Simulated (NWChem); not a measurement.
System: C2H5NOSi; SMILES O=C/C=N/[SiH3]

The following NWChem deck was run.

```
start job
memory heap 200 mb stack 900 mb global 1100 mb
geometry units angstroms noautosym nocenter noautoz
  O      0.249221     2.931877     0.317277
  C     -0.319385     1.933460    -0.069071
  C      0.224395     0.551688     0.163880
  N     -0.419768    -0.455758    -0.266622
  Si     0.087014    -2.133344    -0.072321
  H     -1.280644     1.956014    -0.622275
  H      1.180323     0.522368     0.713643
  H     -0.988838    -2.837846     0.666922
  H      1.378539    -2.265737     0.665183
  H      0.221241    -2.715179    -1.430156
end
basis spherical
  * library pcsseg-1
end
dft
  xc xpbe96 cpbe96
  iterations 150
end
property
  shielding 9 1 2 3 4 5 6 7 8 9
end
task dft property
```

NWChem printed, in part:

```
             Northwest Computational Chemistry Package (NWChem) 7.3.0
             --------------------------------------------------------

                             Geometry "geometry" -> ""
                             -------------------------

 Output coordinates in angstroms (scale by  1.889725989 to convert to a.u.)

  No.       Tag          Charge          X              Y              Z
 ---- ---------------- ---------- -------------- -------------- --------------
    1 O                    8.0000     0.24922100     2.93187700     0.31727700
    2 C                    6.0000    -0.31938500     1.93346000    -0.06907100
    3 C                    6.0000     0.22439500     0.55168800     0.16388000
    4 N                    7.0000    -0.41976800    -0.45575800    -0.26662200
    5 Si                  14.0000     0.08701400    -2.13334400    -0.07232100
    6 H                    1.0000    -1.28064400     1.95601400    -0.62227500
    7 H                    1.0000     1.18032300     0.52236800     0.71364300
    8 H                    1.0000    -0.98883800    -2.83784600     0.66692200
    9 H                    1.0000     1.37853900    -2.26573700     0.66518300
   10 H                    1.0000     0.22124100    -2.71517900    -1.43015600

 Effective nuclear repulsion energy (a.u.)     195.3267586757

  pbe96 is a nonlocal functional; adding pw91lda local functional.
                              NWChem Property Module
                              ----------------------

  itol2e modified to match energy
  convergence criterion.

                                 NWChem DFT Module
                                 -----------------

 Summary of "ao basis" -> "ao basis" (spherical)
 ------------------------------------------------------------------------------
       Tag                 Description            Shells   Functions and Types
 ---------------- ------------------------------  ------  ---------------------
 O                          pcsseg-1                 7       17   3s3p1d
 C                          pcsseg-1                 7       17   3s3p1d
 N                          pcsseg-1                 7       17   3s3p1d
 Si                         pcsseg-1                10       24   4s5p1d
 H                          pcsseg-1                 3        5   2s1p

  itol2e modified to match energy
  convergence criterion.

            General Information
            -------------------
          SCF calculation type: DFT
          Wavefunction type:  closed shell.
          No. of atoms     :    10
          No. of electrons :    46
           Alpha electrons :    23
            Beta electrons :    23
          Charge           :     0
          Spin multiplicity:     1
          Use of symmetry is: off; symmetry adaption is: off
          Maximum number of iterations: 150
          AO basis - number of functions:   117
                     number of shells:    53
          Convergence on energy requested:  1.00D-07
          Convergence on density requested:  1.00D-05
          Convergence on gradient requested:  5.00D-04

              XC Information
              --------------
          PerdewBurkeErnzerhof Exchange Functional  1.000
            Perdew 1991 LDA Correlation Functional  1.000 local
           PerdewBurkeErnz. Correlation Functional  1.000 non-local

             Grid Information
             ----------------
          Grid used for XC integration:  fine
          Radial quadrature: Mura-Knowles
          Angular quadrature: Lebedev.
          Tag              B.-S. Rad. Rad. Pts. Rad. Cut. Ang. Pts.
          ---              ---------- --------- --------- ---------
          O                   0.60       70          14.0       590
          C                   0.70       70          13.0       590
          N                   0.65       70           9.0       590
          Si                  1.10      123          12.0       770
          H                   0.35       60          13.0       590
          Grid pruning is: on
          Number of quadrature shells:   703
          Spatial weights used:  Erf1

      Superposition of Atomic Density Guess
      -------------------------------------

 Sum of atomic energies:        -495.64531995

      Non-variational initial energy
      ------------------------------

 Total energy =    -497.847183
 1-e energy   =   -1068.333173
 2-e energy   =     375.159232
 HOMO         =      -0.287791
 LUMO         =      -0.120345

   convergence    iter        energy       DeltaE   RMS-Dens  Diis-err
 ---------------- ----- ----------------- --------- --------- ---------
 d= 0,ls=0.0,diis     1   -498.0864836433 -6.93D+02  2.06D-02  1.50D+00
 d= 0,ls=0.0,diis     2   -497.3335609331  7.53D-01  1.69D-02  8.61D+00
 d= 0,ls=0.0,diis     3   -498.2240724904 -8.91D-01  3.72D-03  1.44D-01
 d= 0,ls=0.0,diis     4   -498.2220737062  2.00D-03  2.51D-03  1.40D-01
 d= 0,ls=0.0,diis     5   -498.2346201899 -1.25D-02  7.87D-04  2.34D-02
  Resetting Diis
 d= 0,ls=0.0,diis     6   -498.2374375241 -2.82D-03  1.41D-04  3.83D-04
 d= 0,ls=0.0,diis     7   -498.2374794670 -4.19D-05  1.10D-04  3.57D-05
 d= 0,ls=0.0,diis     8   -498.2374699881  9.48D-06  7.95D-05  1.13D-04
 d= 0,ls=0.0,diis     9   -498.2374826268 -1.26D-05  1.88D-05  1.73D-05
 d= 0,ls=0.0,diis    10   -498.2374843197 -1.69D-06  3.49D-06  2.51D-07
 d= 0,ls=0.0,diis    11   -498.2374843524 -3.27D-08  7.62D-07  1.50D-08

         Total DFT energy =     -498.237484352369
      One electron energy =    -1071.964249091371
           Coulomb energy =      427.048898594928
    Exchange-Corr. energy =      -48.648892531601
 Nuclear repulsion energy =      195.326758675675

 Numeric. integr. density =       45.999998651767

                       DFT Final Molecular Orbital Analysis
                       ------------------------------------

 Vector   21  Occ=2.000000D+00  E=-3.047451D-01
              MO Center= -1.5D-01, -1.1D+00, -1.5D-01, r^2= 5.1D+00
   Bfn.  Coefficient  Atom+Function         Bfn.  Coefficient  Atom+Function
  ----- ------------  ---------------      ----- ------------  ---------------
   103      0.263786   8 H  s               113     -0.263821  10 H  s
    84      0.200350   5 Si pz               43     -0.183509   3 C  pz
    60     -0.183408   4 N  pz              104      0.166140   8 H  s
   114     -0.166160  10 H  s                63     -0.165122   4 N  pz
    46     -0.145052   3 C  pz                9      0.137806   1 O  pz

 Vector   22  Occ=2.000000D+00  E=-2.531482D-01
              MO Center= -9.1D-02,  7.0D-01, -9.4D-03, r^2= 4.4D+00
   Bfn.  Coefficient  Atom+Function         Bfn.  Coefficient  Atom+Function
  ----- ------------  ---------------      ----- ------------  ---------------
    61      0.270825   4 N  px               37     -0.268259   3 C  s
    58      0.264147   4 N  px               20      0.251851   2 C  s
     7      0.226637   1 O  px               10      0.211025   1 O  px
    63      0.155138   4 N  pz              108     -0.149704   9 H  s
    60      0.148721   4 N  pz               93      0.140289   6 H  s

 Vector   23  Occ=2.000000D+00  E=-2.208749D-01
              MO Center= -8.1D-02,  1.3D+00,  3.4D-02, r^2= 3.8D+00
   Bfn.  Coefficient  Atom+Function         Bfn.  Coefficient  Atom+Function
  ----- ------------  ---------------      ----- ------------  ---------------
     7      0.224493   1 O  px               10      0.220501   1 O  px
    37     -0.213810   3 C  s                11     -0.205878   1 O  py
     8     -0.203248   1 O  py               93      0.203557   6 H  s
    61     -0.192994   4 N  px               54      0.189410   4 N  s
    94      0.187404   6 H  s                58     -0.180269   4 N  px

[...]

          -----------------------------------------
          Chemical Shielding Tensors (GIAO, in ppm)
          -----------------------------------------

                                NWChem CPHF Module
                                ------------------

  scftype          =     RHF
  nclosed          =       23
  nopen            =        0
  variables        =     2162
  # of vectors     =        3
  tolerance        = 0.10D-03
  level shift      = 0.00D+00
  max iterations   =       50
  max subspace     =       30

 SCF residual:    1.0030918492123439E-004

Iterative solution of linear equations
  No. of variables     2162
  No. of equations        3
  Maximum subspace       30
        Iterations       50
       Convergence  1.0D-04

   iter   nsub   residual    time
   ----  ------  --------  ---------
     1      3    9.40D-05      42.5

      Atom:    1  O
        Diamagnetic
    398.4065     10.9775      0.3003
     10.9775    410.1287      6.9830
      0.3003      6.9830    399.5791

        Paramagnetic
   -764.2149   -195.5237   -424.1778
   -195.5237  -1393.5712   -191.3671
   -424.1778   -191.3671   -304.5807

        Total Shielding Tensor
   -365.8084   -184.5462   -423.8775
   -184.5462   -983.4425   -184.3842
   -423.8775   -184.3842     94.9984

           isotropic =    -418.0842
          anisotropy =   -1045.2174

          Principal Components and Axis System
                 1           2           3
            -1114.8958   -489.6492    350.2924

      1         0.3695      0.7839     -0.4990
      2         0.8906     -0.4519     -0.0505
      3         0.2652      0.4258      0.8651

      Atom:    2  C
        Diamagnetic
    245.5379      0.2127      7.6166
      0.2127    266.2505      2.1032
      7.6166      2.1032    236.8727

        Paramagnetic
   -287.5868     40.9933    -66.7943
     40.9933   -311.8573     15.2220
    -66.7943     15.2220   -205.2880

        Total Shielding Tensor
    -42.0490     41.2060    -59.1777
     41.2060    -45.6069     17.3253
    -59.1777     17.3253     31.5847

           isotropic =     -18.6904
          anisotropy =    -132.6221

          Principal Components and Axis System
                 1           2           3
             -107.1051     64.7098    -13.6759

      1        -0.7160     -0.4990      0.4882
      2         0.5864     -0.0505      0.8084
      3        -0.3788      0.8651      0.3288

      Atom:    3  C
        Diamagnetic
    252.3933      5.1688      8.2626
      5.1688    269.9061      4.8119
      8.2626      4.8119    243.6426

        Paramagnetic
   -272.9539     40.2298    -65.8669
     40.2298   -302.2831     14.5819
    -65.8669     14.5819   -191.8530

        Total Shielding Tensor
    -20.5606     45.3986    -57.6043
     45.3986    -32.3770     19.3937
    -57.6043     19.3937     51.7896

           isotropic =      -0.3827
          anisotropy =    -138.2864

          Principal Components and Axis System
                 1           2           3
              -92.5736     83.8886      7.5369

      1        -0.6860     -0.4991      0.5294
      2         0.6330     -0.0506      0.7725
      3        -0.3588      0.8651      0.3506

      Atom:    4  N
        Diamagnetic
    317.2210      3.9181      0.4173
      3.9181    349.8482      4.1865
      0.4173      4.1865    317.3800

        Paramagnetic
   -381.3854    -31.9255   -197.8079
    -31.9255   -970.5199    -72.7033
   -197.8079    -72.7033   -160.1091

        Total Shielding Tensor
    -64.1644    -28.0073   -197.3906
    -28.0073   -620.6717    -68.5168
   -197.3906    -68.5168    157.2708

           isotropic =    -175.8551
          anisotropy =    -682.0842

          Principal Components and Axis System
                 1           2           3
             -630.5779    275.1515   -172.1390

      1         0.0865     -0.4991      0.8622
      2         0.9904     -0.0506     -0.1287
      3         0.1078      0.8651      0.4899

      Atom:    5  Si
        Diamagnetic
    879.0074     -1.4265      0.1575
     -1.4265    886.6453     -0.3521
      0.1575     -0.3521    878.6602

        Paramagnetic
   -521.1355    -18.4196     22.9522
    -18.4196   -440.4260     -3.4755
     22.9522     -3.4755   -549.7501

        Total Shielding Tensor
    357.8718    -19.8461     23.1096
    -19.8461    446.2193     -3.8276
     23.1096     -3.8276    328.9101

           isotropic =     377.6671
          anisotropy =     110.1508

          Principal Components and Axis System
                 1           2           3
              451.1010    366.0981    315.8022

      1        -0.2249      0.8369     -0.4991
      2         0.9716      0.2310     -0.0506
      3        -0.0730      0.4963      0.8651

      Atom:    6  H
        Diamagnetic
     33.6493     -1.9769      8.0716
     -1.9769     26.6428     -0.7205
      8.0716     -0.7205     24.0711

        Paramagnetic
    -12.5676      1.6569     -8.3336
      1.6569     -3.4637      0.6339
     -8.3336      0.6339     -2.7238

        Total Shielding Tensor
     21.0817     -0.3200     -0.2620
     -0.3200     23.1791     -0.0866
     -0.2620     -0.0866     21.3473

           isotropic =      21.8694
          anisotropy =       2.0380

          Principal Components and Axis System
                 1           2           3
               23.2281     21.5035     20.8766

      1        -0.1444     -0.4990      0.8545
      2         0.9892     -0.0506      0.1376
      3        -0.0254      0.8651      0.5009

      Atom:    7  H
        Diamagnetic
     34.4557      0.2442      9.1146
      0.2442     28.1486      0.6942
      9.1146      0.6942     23.9801

        Paramagnetic
    -12.7002      1.5821     -9.8568
      1.5821     -3.6537      0.4335
     -9.8568      0.4335     -1.1153

        Total Shielding Tensor
     21.7555      1.8264     -0.7422
      1.8264     24.4949      1.1277
     -0.7422      1.1277     22.8647

           isotropic =      23.0384
          anisotropy =       3.8357

          Principal Components and Axis System
                 1           2           3
               25.5955     23.2270     20.2925

      1         0.3715     -0.4991      0.7829
      2         0.8894     -0.0506     -0.4543
      3         0.2663      0.8651      0.4251

      Atom:    8  H
        Diamagnetic
     29.8581      5.0129     -4.7294
      5.0129     29.6159     -3.9007
     -4.7294     -3.9007     26.8000

        Paramagnetic
     -3.0216     -3.2832      3.1382
     -3.2832     -3.4894      2.2122
      3.1382      2.2122     -1.7119

        Total Shielding Tensor
     26.8365      1.7298     -1.5912
      1.7298     26.1266     -1.6885
     -1.5912     -1.6885     25.0880

           isotropic =      26.0170
          anisotropy =       5.1679

          Principal Components and Axis System
                 1           2           3
               29.4623     24.7901     23.7986

      1         0.6661     -0.7277      0.1637
      2         0.5817      0.6442      0.4967
      3        -0.4668     -0.2356      0.8524

      Atom:    9  H
        Diamagnetic
     33.2392     -2.9546      6.1905
     -2.9546     26.1758     -1.4731
      6.1905     -1.4731     25.6973

        Paramagnetic
     -4.6691      1.7401     -3.6863
      1.7401     -1.1397      0.8266
     -3.6863      0.8266     -0.1831

        Total Shielding Tensor
     28.5701     -1.2145      2.5042
     -1.2145     25.0361     -0.6465
      2.5042     -0.6465     25.5143

           isotropic =      26.3735
          anisotropy =       5.9392

          Principal Components and Axis System
                 1           2           3
               30.3329     24.6804     24.1071

      1         0.8446      0.1935     -0.4991
      2        -0.2514      0.9666     -0.0506
      3         0.4727      0.1682      0.8650
```

Level: PBE/pcSseg-1, GIAO. All runs use the structure optimised with B3LYP/6-31G* (spherical d). The printed shielding anisotropy is the first printed principal value minus the mean of the other two.
